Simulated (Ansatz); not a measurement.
The same path of a periodic cell of 17 atoms, Be (host Be, host structure hcp, interstitial Be) was run twice with different band settings. Lost on the way: Be4–Be5, Be4–Be9, Be5–Be12, Be15–Be17. Made: Be4–Be15, Be5–Be17, Be11–Be12, Be12–Be15.

These are results of DFT r2SCAN, scalar-relativistic, plane waves, PAW (Ansatz), not measurements. Settings: cutoff 500 eV, k mesh 5x5x3, gaussian smearing 0.15 eV, no spin polarisation.

Relaxed end points:

```xyz
17
Lattice="-2.2900 -3.9664 0.0000 3.4350 -1.9832 0.0000 0.0000 0.0000 7.1769" Properties=species:S:1:pos:R:3
Be 0.631 -3.757 0.188
Be -0.047 -2.706 1.816
Be -0.196 -4.158 3.691
Be 0.055 -2.865 5.317
Be -1.011 -2.568 0.040
Be 2.130 -2.779 1.563
Be -1.190 -1.963 3.613
Be 1.954 -2.170 5.134
Be 0.889 -1.876 -0.142
Be 1.138 -0.585 1.487
Be 0.988 -2.035 3.362
Be 1.618 -0.388 6.177
Be -0.348 0.010 -0.187
Be 1.134 -4.686 1.846
Be -0.193 -0.057 3.331
Be 1.291 -4.751 5.363
Be 0.310 -0.983 4.992
```

```xyz
17
Lattice="-2.2900 -3.9664 0.0000 3.4350 -1.9832 0.0000 0.0000 0.0000 7.1769" Properties=species:S:1:pos:R:3
Be 0.075 -3.702 -0.100
Be -0.065 -2.682 2.109
Be 0.141 -4.619 3.407
Be 0.005 -3.191 4.592
Be -1.183 -1.791 0.264
Be 2.333 -2.443 2.029
Be -1.321 -1.688 3.780
Be 1.716 -2.594 5.637
Be 1.118 -1.823 0.232
Be 1.180 -0.595 1.777
Be 0.929 -1.816 3.734
Be 1.369 -0.599 5.450
Be -0.033 0.025 -0.021
Be 1.192 -4.592 1.744
Be 0.584 0.178 3.548
Be 1.329 -4.695 5.404
Be -0.132 -1.764 5.779
```

Common settings: climbing image yes; spring 5.0 eV/Å²; optimiser quadratic models (default); end points relaxed.

| run | movable images | start path | force threshold | iteration limit |
| --- | --- | --- | --- | --- |
| 1 | 5 | IDPP | 0.05 eV/Å | 14 |
| 2 | 3 | default | 0.4 eV/Å | 25 |

Task: What does each run give, and how far can it be trusted?

Result: Run 1: converged after 8 iterations, highest image 0.609 eV above the first end. The order of the stationary point at the top wasn't checked.
Run 2: converged after 3 iterations, highest image 0.628 eV above the first end. The threshold of 0.4 eV/Å is loose, so the images may lie well off the minimum-energy path. The order of the stationary point at the top wasn't checked.
Limits of this set-up: coarse k mesh, a small cell, in which the defect meets its images.
